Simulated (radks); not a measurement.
Kinetic energies: the exact non-interacting value of the Kohn-Sham orbitals and orbital-free approximations, as 100 (|E| - |E exact|)/|E exact|, negative where the magnitude is too small. Species: B3+ [He]; La27+ [Ar] 3d10 4s2; Re+ [Xe] 4f14 5d5 6s1. Method: non-relativistic Kohn-Sham, r2SCAN, spin-polarised, spherical densities, point nucleus; meta-GGA in the generalised Kohn-Sham scheme; computed with a radial shooting solver on a logarithmic mesh with Libxc functionals. Every spin shell is full or empty, so the densities are truly spherical. Functionals are evaluated on that one density, not self-consistently.

functional	B3+	La27+	Re+
exact (hartree)	21.9937	7863.72	15784.5
Thomas-Fermi	-9.05	-5.22	-4.74
von Weizsacker	0.00	-57.96	-63.78
TF + vW/9	+2.06	-0.54	-0.72
LC94	+1.61	+0.19	-0.01
revAPBEK	+2.37	+0.42	+0.17
Perdew 92	+2.08	-0.54	-0.71
Thakkar	+1.84	-0.45	-0.78
Pearson	-2.92	-0.85	-0.88
PG1	+54.21	+15.53	+12.72
Ernzerhof	+5.80	-0.24	-0.50
